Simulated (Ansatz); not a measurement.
Basis-set extrapolation for `[F][Al]1[CH2][SiH]1Cl` (PBE0-D4/def2-TZVP geometry, frozen core, Ansatz 0.2.0). Multiplicity 1, RHF reference.

```
                       def2-TZVPP    def2-QZVPP
                 HF  -1129.571429  -1129.606494
    MP2 correlation     -0.797308     -0.867119
CCSD(T) correlation     -0.871115       not run
```

Energies in hartree. Use E(X) = E(∞) + A·exp(−7.88·√X) for Hartree–Fock and E(X) = E(∞) + B·X^(−2.97) for correlation, with X = 3 and 4, and add CCSD(T) minus MP2 of the smaller set to the MP2 limit.

Task: What is the CCSD(T) energy at the basis-set limit?

Result: HF limit: -1129.606494 + (-0.035065) × 0.13774 = -1129.61132. MP2 limit: -0.867119 + (-0.069811) × 0.74074 = -0.91883. Higher-order term: -0.871115 − (-0.797308) = -0.07381. Total: -1130.60396 hartree, 4.39 eV below CCSD(T)/def2-TZVPP.
